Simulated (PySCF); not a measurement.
# Spinor energies of Se⁺ (selenium, charge +1)

Start: [Ar] 3d10 4s2 4p3; 4p1/2 filled at m_j = -1/2, +1/2; 4p3/2 filled at m_j = +3/2. Calculated with PySCF 2.14 in x2c-TZVPPall-2c with one added diffuse shell each of s, p, d type (7s8p5d1f, 63 functions): generalised Hartree-Fock with the X2C-1e Hamiltonian and a Gaussian nucleus; spin-orbit coupling (SO) screened by Boettger's factors.

| spinor shell | electrons | ε, screened SO (eV) | weight of nominal j (screened SO) | rms radius, screened SO (bohr) |
| --- | --- | --- | --- | --- |
| 1s1/2 | 2 | -12747.6 | 1.000 | 0.0508 |
| 2s1/2 | 2 | -1706.7 | 1.000 | 0.212 |
| 2p1/2 | 2 | -1526.0 | 1.000 | 0.187 |
| 2p3/2 | 4 | -1483.6 | 1.000 | 0.190 |
| 3s1/2 | 2 | -261.04 | 1.000 | 0.612 |
| 3p1/2 | 2 | -197.48 | 0.996 | 0.629 |
| 3p3/2 | 4 | -191.12 | 0.998 | 0.639 |
| 3d3/2 | 4 | -81.487 | 0.963 | 0.695 |
| 3d5/2 | 6 | -80.477 | 0.976 | 0.696 |
| 4s1/2 | 2 | -32.411 | 1.000 | 1.91 |
| 4p1/2 | 2 | -21.518 | 0.551 | 2.25 |
| 4p3/2 | 1 | -21.250 | 1.000 | 2.27 |

```json
{"quantity": "E (hartree)", "screened SO": "-2427.80919"}
{"quantity": "M_J", "screened SO": "3/2"}
{"quantity": "⟨J²⟩", "screened SO": "3.751"}
{"quantity": "⟨L²⟩", "screened SO": "0.015"}
{"quantity": "⟨S²⟩", "screened SO": "3.736"}
```

Each row is a mean over spinors that exchange with the open shell spreads, by up to 8.404 eV (4s1/2).

Rows whose weight is well below 1 are mixtures of j = l ± 1/2: exchange outweighs spin-orbit coupling there, and the label is only the starting occupation.
